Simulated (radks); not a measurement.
Values are calculated unless marked as measured or tabulated.
Effect of the nuclear size on neutral caesium, [Xe] 6s1. Level of theory: Dirac Kohn-Sham, BLYP, spin-unpolarised, spherical densities, finite nucleus; Fermi nuclear charge, rms radius 4.8041 fm (a radial shooting solver on a logarithmic mesh with Libxc functionals). The rms radius is varied about that value; shifts are against it.

rms radius (fm)  total energy shift (eV)  density at nucleus (e/bohr^3)  1s1/2 shift (meV)  2s1/2 shift (meV)  4p1/2 shift (meV)  5s1/2 shift (meV)  5p1/2 shift (meV)
4.1507                             -1.90                      3.045e+05               -791              -94.2              0.326             -0.556              0.099
4.5351                            -0.808                      2.995e+05               -337              -40.2              0.139             -0.237              0.042
4.8041                                 0                      2.963e+05              0.000              0.000              0.000              0.000              0.000
4.9819                             0.555                      2.943e+05                231               27.6             -0.095              0.163             -0.029
5.5391                              2.40                      2.886e+05               1000                119             -0.412              0.703             -0.125

Slopes of the eigenvalues against <r^2> in GHz/fm^2, as finite differences over the two radii next to the reference (eigenvalue slopes, not the field-shift constants of lines): 1s1/2 32300, 2s1/2 3850, 4p1/2 -13.3, 5s1/2 22.7, 5p1/2 -4.04.
